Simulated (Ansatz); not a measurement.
`[F][Ti]([Cl])([Cl])[SeH]` + H₂O → `[OH][Ti]([F])([Cl])[Cl]` + H₂Se at 700 K and 1 bar (formal hydrolysis of a Ti–Se bond).

Calculated with Ansatz (gas phase, PBE0-D4/def2-TZVP geometries, no zero-point term in ΔE). CBS: MP2 limit from def2 TZ/QZ plus the TZ coupled-cluster correction, frozen cores. This one scheme is used for every species. For Se, Ti outer-core shells are correlated without core-valence functions, which leaves a few kJ/mol of doubt a bond. Scalar relativity is left out up to krypton. One conformer a species, not always the lowest.

| species | CCSD(T)/CBS energy (Eh) | H − E (kJ/mol) | S (J/(mol·K)) |
| --- | --- | --- | --- |
| `[F][Ti]([Cl])([Cl])[SeH]` | -4269.81265 | 105.0 | 489.5 |
| H₂O | -76.37941 | 80.5 | 218.4 |
| `[OH][Ti]([F])([Cl])[Cl]` | -1944.30161 | 114.8 | 467.9 |
| H₂Se | -2401.89790 | 61.1 | 251.1 |

H − E and S are ideal-gas, rigid-rotor, harmonic terms from PBE0-D4/def2-TZVP, for one conformer and one mirror image of each species. 1 Eh = 2625.50 kJ/mol, R = 8.31446 J/(mol·K).

By hand: ΔE, ΔH, ΔS and ΔG.

ΔE = (-1944.30161) + (-2401.89790) − (-4269.81265) − (-76.37941) = -0.00745 Eh = -19.6 kJ/mol. Δ(H − E) = 114.8 + 61.1 − 105.0 − 80.5 = -9.6, so ΔH = -29.2 kJ/mol. ΔS = 467.9 + 251.1 − 489.5 − 218.4 = 11.1 J/(mol·K). ΔG = -29.2 − 700 × (11.1)/1000 = -37.0 kJ/mol.

By hand: the equilibrium constant, and the temperature at which ΔG would vanish if ΔH and ΔS stayed fixed.

log₁₀ K = −ΔG/(RT ln 10) = 2.8. ΔH and −TΔS have one sign here, so there is no such temperature.

The number of gas molecules stays the same, so ΔS is small and ΔH decides. A doubt of 5 kJ/mol in ΔE shifts log₁₀ K by 0.4 here. Other conformers and mirror images would add mixing entropy, several J/(mol·K) or more a flexible species. These are equilibria of isolated gas molecules and say nothing of rates. Largest T1 diagnostic: 0.024 (customary marks: 0.02 for closed shells, 0.045 for open ones).

ΔS is within the doubt of such terms, so its sign, and with it that verdict, could turn.
